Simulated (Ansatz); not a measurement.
Reaction (formal exchange of groups at the Si–C bond): `C=C[SiH2]S` + `O=NO` → `O[SiH2]S` + `C=CN=O`

Calculated with Ansatz (gas phase, PBE0-D4/def2-TZVP geometries, no zero-point term in ΔE). CCSD(T)/CBS is the MP2 limit (def2-TZVPP, def2-QZVPP) plus CCSD(T) − MP2 in def2-TZVPP, frozen cores. This one scheme is used for every species. DFT in def2-TZVPP. Each species was taken in one conformer, which may not be the lowest.

`C=C[SiH2]S`:

```xyz
10

C     1.437   -0.886   -0.477
C     0.496   -0.625    0.427
Si   -0.490    0.945    0.394
S    -2.588    0.571    0.190
H     1.676   -0.182   -1.270
H     2.012   -1.807   -0.467
H     0.289   -1.365    1.197
H     0.030    1.783   -0.719
H    -0.403    1.689    1.677
H    -2.460   -0.123   -0.954
```

`O=NO`:

Z-matrix (Å, degrees):
```
N
O 1 1.162
O 1 1.397 2 111.2
H 3 0.967 1 103.0 2 180.0
```

`O[SiH2]S`:

```xyz
7

O     0.415   -1.443   -0.050
Si    0.482    0.194   -0.147
S    -1.256    1.162    0.623
H     0.194   -1.824    0.802
H     1.575    0.771    0.675
H     0.669    0.473   -1.586
H    -2.080    0.666   -0.316
```

`C=CN=O`:

```xyz
7

C    -0.771   -0.252   -0.702
C     0.209    0.297    0.007
N     0.673   -0.431    1.134
O     1.560    0.117    1.736
H    -1.187    0.230   -1.577
H    -1.170   -1.214   -0.399
H     0.686    1.253   -0.200
```

| level | ΔE (kJ/mol) |
| --- | --- |
| r2SCANh-D4 | -130.0 |
| ωB97M-V | -134.8 |
| PBE-QIDH | -139.3 |
| LC-ωPBE | -128.8 |

Q: What does CCSD(T)/CBS give? (Best estimate.)

A: The calculation gave: -143.6 kJ/mol. The listed levels differ from it by 13.6, 8.8, 4.3, 14.8 kJ/mol.

Largest T1 diagnostic among the species: 0.020, so the coupled-cluster value is less sure than usual.

At CCSD(T), def2-SVP lies +21.2 kJ/mol from the extrapolated value and def2-TZVPP +5.8 kJ/mol. From PBE to PBE0 (25 % exact exchange), in def2-TZVPP and without D4, ΔE moves by −17.5 kJ/mol. Leaving LDA and LC-ωPBE aside and taking each functional with its dispersion term where it has one, the values, not all of them listed here, spread over 49.7 kJ/mol, from BHLYP-D4 to revPBE-D4. LDA lies −5.5 kJ/mol from PBE without D4.
